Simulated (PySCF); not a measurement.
Constitutional and geometric isomers with formula H10OSi4. Isolated molecules, 0 K electronic values unless said otherwise. One relaxed conformer stands for each flexible species; it need not be the lowest. Strings in code marks are SMILES.

The four lowest singlet excitations (Tamm–Dancoff). These are PBE-D3(BJ)/def2-TZVP // B3LYP-D3(BJ)/def2-TZVP in PySCF 2.14.0 values and carry that method's errors. Excitations are Tamm–Dancoff values on a coarser integration grid. The basis has no diffuse functions, so Rydberg states are missing or too high.

```
state  energy (eV)  wavelength (nm)  oscillator strength
-----  -----------  ---------------  -------------------
S1            5.45              228                0.008
S2            5.53              224                0.051
S3            5.90              210                0.000
S4            5.93              209                0.001
```

**Question.** Identify which member gives these states.
(A) `O[SiH2][SiH]([SiH3])[SiH3]` (H–O–Si–Si torsion 180°, O–Si–Si–Si torsion 59°)
(B) `[SiH3]O[SiH2][SiH2][SiH3]` (Si–O–Si–Si torsion -27°, O–Si–Si–Si torsion -179°)
(C) `O[SiH2][SiH2][SiH2][SiH3]`

**Answer.** A, `O[SiH2][SiH]([SiH3])[SiH3]` (H–O–Si–Si torsion 180°, O–Si–Si–Si torsion 59°)
